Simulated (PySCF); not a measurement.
**Relaxation of singlet [CrF5]+**

Level of theory: PySCF, PBE0, basis Cr def2-SVP, F def2-SVP (no relativity, density fitting). A (50,194) grid was used.

A hand-made square pyramidal start, of C4v symmetry, held to at least that symmetry:

```xyz
6
charge 1 multiplicity 1, angstrom
Cr    0.0000    0.0000   -0.0397
F     0.0000    0.0000    1.7831
F     1.7830    0.0000   -0.4187
F     0.0000    1.7830   -0.4187
F    -1.7830    0.0000   -0.4187
F     0.0000   -1.7830   -0.4187
```

Optimiser trace:
```tsv
step	E − E(last) (kJ/mol)	largest gradient (Eh/bohr)
0	239.45	0.10087
1	30.44	0.04487
2	14.99	0.06287
3	0.57	0.01410
4	0.06	0.00325
5	0.00	0.00050
6	0.00	0.00002
```

It ends at C4v with Cr–F 1.605 Å, Cr–F 1.656 Å (×4); F–Cr–F 85.7° (×4), F–Cr–F 105.9° (×4), F–Cr–F 148.3° (×2) (after a last refinement on a finer grid). A frequency run shows a minimum. Other isomers or separated fragments may lie lower.
